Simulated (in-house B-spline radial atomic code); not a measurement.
Yb. Computed with a B-spline radial atomic code. Model: non-relativistic spherical atom: semilocal Troullier-Martins pseudo-atom, one channel per l, against all electrons, high spin, G0W0 and RPA with empty states to l = 8, local potential for every l without a channel, a model core (radius 0 = none) keeps its share of the functional.

Without relativity these are model numbers for so heavy an element.

What the tables leave out is listed at the end.

The pseudopotential gives back the lowest level of each angular momentum of its own functional in the configuration it was made in; a second state of the same l is only approximately right. Exact exchange, RPA and GW see the smooth pseudo-orbitals and miss the exchange with the core, for which the functional's share stands in. The column with an uncorrelated core keeps all orbitals and exact exchange, and so separates missing core correlation from pseudisation. Only the three outermost levels and the lowest empty one were computed. RPA here is direct RPA, with no exchange kernel, and its energies carry an (l + 1/2)⁻⁴ tail. A hybrid on a potential with a model core restores only its own semilocal share of the core's exchange.

Command:
```bash
python run_psgw.py task.json out
```
Settings (lengths in bohr, energies in hartree):
```
Z                      70
electrons              70
configuration          [Xe] 4f14 6s2
generated_in           [Xe] 4f14 6s2
functional             lda,vwn
core_shells            9
radius_factor          1
core_correction        False
ion_configuration      [Xe] 4f14 6s1
```

Cost of the run: 2 min on 1 thread of Arm Neoverse N1, with other jobs on the host.

Given: made with LDA VWN5; model core radius 0 bohr; local radius 1.292 bohr; mean-field start LDA VWN5.

Valence shells of the generating configuration: 5s, 5p, 4f, 6s.

Channel: s 1.167, p 1.275, d 2.002, f 1.613 (radii in bohr).

Computed: largest level miss in the spin-unpolarised generating configuration 0.029 eV; valence RPA correlation energy all-electron orbitals -1.9399 hartree; valence RPA correlation energy pseudo -2.5611 hartree; all-electron RPA polarisability, core included 120.01 bohr³; pseudo-atom RPA polarisability 118.36 bohr³; ionisation by RPA all-electron 6.2269 eV; ionisation by RPA pseudo minus all 0.117 eV.

```csv
level,occupied,mean-field all-electron (eV),mean-field pseudo minus all (eV),G0W0 all-electron (eV),G0W0 uncorrelated core minus all (eV),G0W0 pseudo minus all (eV),exchange self-energy all-electron (eV),exchange self-energy pseudo (eV)
6s,1,-3.7277,-0.029,-5.8764,0.002,-0.047,-7.2967,-7.0192
```

(1) What is the ionisation by mean-field all-electron?

(2) What is the ionisation by mean-field pseudo minus all?

Given: mean-field start PBE0.

Computed: valence RPA correlation energy all-electron orbitals -1.8262 hartree; all-electron RPA polarisability, core included 111.13 bohr³; pseudo-atom RPA polarisability 108.77 bohr³; ionisation by mean-field all-electron 5.7106 eV; ionisation by RPA all-electron 6.0409 eV; ionisation by RPA pseudo minus all 0.106 eV.

```tsv
level	occupied	mean-field all-electron (eV)	mean-field pseudo minus all (eV)	G0W0 all-electron (eV)	G0W0 uncorrelated core minus all (eV)	G0W0 pseudo minus all (eV)	exchange self-energy all-electron (eV)	exchange self-energy pseudo (eV)
6s	1	-4.1145	-0.042	-5.9402	0.002	-0.063	-6.9687	-6.754
6p (empty)	0	-0.92121	-0.01	-0.16275	0	-0.023	-1.4264	-1.3375
```

(3) What is the valence RPA correlation energy pseudo?

(4) What is the ionisation by mean-field pseudo minus all?

Given: mean-field start Hartree-Fock.

Computed: valence RPA correlation energy all-electron orbitals -1.5795 hartree; valence RPA correlation energy pseudo -2.2802 hartree; all-electron RPA polarisability, core included 95.018 bohr³; pseudo-atom RPA polarisability 91.582 bohr³; ionisation by mean-field all-electron 4.7803 eV; ionisation by mean-field pseudo minus all 0.079 eV.

```
level  occupied  mean-field all-electron (eV)  mean-field pseudo minus all (eV)  G0W0 all-electron (eV)  G0W0 uncorrelated core minus all (eV)  G0W0 pseudo minus all (eV)  exchange self-energy all-electron (eV)  exchange self-energy pseudo (eV)
   6s         1                       -4.9651                            -0.081                 -5.8725                                  0.002                      -0.131                                 -6.4568                           -6.3108
   4f         1                        -19.93                             6.943                  -15.83                                  -0.16                       3.674                                 -76.825                           -40.166
```

(5) What is the ionisation by RPA all-electron?

(6) What is the ionisation by RPA pseudo minus all?

Answers

(1) 6.0032 eV.

(2) 0.041 eV.

(3) -2.4744 hartree.

(4) 0.054 eV.

(5) 5.6684 eV.

(6) 0.116 eV.

Among the listed levels the largest G0W0 shift of the pseudo-atom is +3.67 eV, for 4f on the Hartree-Fock start, while leaving the core uncorrelated moves that level by -0.16 eV. So pseudisation and the lost core exchange, not the missing core correlation, make the error. Not in the tables (levels of low weight, unsolved or above zero; the highest and the empty levels are kept at any weight): on LDA the G0W0 levels 4f (pseudo minus all +6.51 eV, weights 0.73 and 0.12), 5p (pseudo minus all -0.09 eV, weights 0.07 and 0.07), 5d (pseudo minus all -0.05 eV, weights 0.50 and 0.47); on PBE0 the G0W0 levels 4f (pseudo minus all +8.69 eV, weights 0.80 and 0.05), 5p (pseudo minus all -0.85 eV, weights 0.24 and 0.49); on Hartree-Fock the G0W0 levels 5p (pseudo minus all -1.93 eV, weights 0.64 and 0.88).
